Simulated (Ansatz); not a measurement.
A series at Al: from `[SiH3][O][Al]([O][SiH3])[O][SiH3]`, ligands are replaced one by one, each step taking up H₂O and setting free `O[SiH3]`; n counts the steps. Ansatz, PBE0-D4/def2-TZVP geometries. Each molecule was computed in one conformer, which needn't be the lowest.

```json
{"n": "0", "molecule": "`[SiH3][O][Al]([O][SiH3])[O][SiH3]`", "HOMO energy, ωB97M-V/def2-TZVPP (eV)": "?"}
{"n": "1", "molecule": "`[OH][Al]([O][SiH3])[O][SiH3]`", "HOMO energy, ωB97M-V/def2-TZVPP (eV)": "-11.00"}
{"n": "2", "molecule": "`[OH][Al]([OH])[O][SiH3]`", "HOMO energy, ωB97M-V/def2-TZVPP (eV)": "-11.05"}
{"n": "3", "molecule": "`[OH][Al]([OH])[OH]`", "HOMO energy, ωB97M-V/def2-TZVPP (eV)": "-11.53"}
```

Problem. By hand: fit a straight line y = ȳ + b (n − n̄) to the 3 given rows and predict n = 0.

Solution. n̄ = 2.000, ȳ = -11.193; Σ(n − n̄)(y − ȳ) = -0.530, Σ(n − n̄)² = 2.000, so b = -0.265 eV a step. Prediction: -11.193 + (-0.265) × (-2.000) = -10.66 eV.

Problem. By hand: compare with the computed value, -10.93 eV, and give the steps along the whole series.

Solution. The line misses by -0.27 eV (computed minus predicted). Steps: -0.07, -0.05, -0.48 eV.

One step carries most of the change, so a line is a poor guide. The highest orbital can change its character along such a series. The miss is 45.0 % of the series' range.
